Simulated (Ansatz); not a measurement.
Isolated molecules relaxed with PBE0-D4/def2-TZVP in Ansatz; ΔE leaves out vibrations. CCSD(T)/CBS is the MP2 limit (def2-TZVPP, def2-QZVPP) plus CCSD(T) − MP2 in def2-TZVPP, frozen cores. This one scheme is used for every species. def2 core potentials past Kr. For I outer-core shells are correlated without core-valence functions, which leaves a few kJ/mol of doubt a bond. One conformer a species, not always the lowest.

Reaction (substitution at a C–Cl bond): `ClCCCl` + HI → `ClCCI` + HCl

```tsv
species	CCSD(T)/CBS(def2) energy (Eh)
`ClCCCl`	-998.07126
HI	-298.03592
`ClCCI`	-835.73531
HCl	-460.38127
```

(1) Work out ΔE.

Largest T1 diagnostic among the species: 0.009.

Results:

(1) ΔE = (-835.73531) + (-460.38127) − (-998.07126) − (-298.03592) = -0.00940 Eh = -24.7 kJ/mol.

In def2-TZVPP, CCSD(T) changes the Hartree–Fock value by −12.5 kJ/mol (the triples alone add −2.1 kJ/mol) and MP2 by −18.2 kJ/mol. The D4 term adds −3.7 kJ/mol with B3LYP and −2.0 kJ/mol with PBE0; it sums over pairs of atoms, weighted by their polarisabilities, and B3LYP, whose exchange is more repulsive, gets the larger term.

B3LYP here is the variant with VWN-RPA as its local correlation; programs differ in this.
